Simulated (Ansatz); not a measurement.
Correlation energies of `[F][GaH][N]([SiH3])[SiH3]` by basis set

```xyz
12

F     1.6930   -2.4594    0.3886
Ga    1.8087   -0.7295    0.0970
N     0.1291   -0.0106    0.0002
Si   -0.0903    1.6850   -0.2813
Si   -1.2619   -1.0436    0.1927
H     3.1904   -0.0612   -0.0344
H     1.2584    2.3053   -0.4016
H    -0.8212    2.3358    0.8388
H    -0.8493    1.9383   -1.5351
H    -1.3136   -2.0919   -0.8571
H    -2.4647   -0.1739    0.0653
H    -1.2785   -1.6943    1.5270
```

The species carries charge 0 and has multiplicity 1. Correlated methods include outer-core shells of Ga, which these sets cover unevenly. Scalar relativity is left out up to krypton. The geometry is a stationary point of PBE0-D4/def2-TZVP. It is one conformer, not always the lowest. Frozen core, restricted reference, Ansatz.

```tsv
basis	HF (Eh)	MP2 corr.
def2-SVP	-2658.62772	-0.76958
def2-TZVPP	-2659.28114	-0.94188
def2-QZVPP	-2659.34828	-1.24642
```

(1) Estimate the CCSD correlation energy and the (T) correction in each basis where they were run (hartree).

Results:

(1) 
```tsv
basis	CCSD corr.	(T)
def2-SVP	-0.81156	-0.02137
```
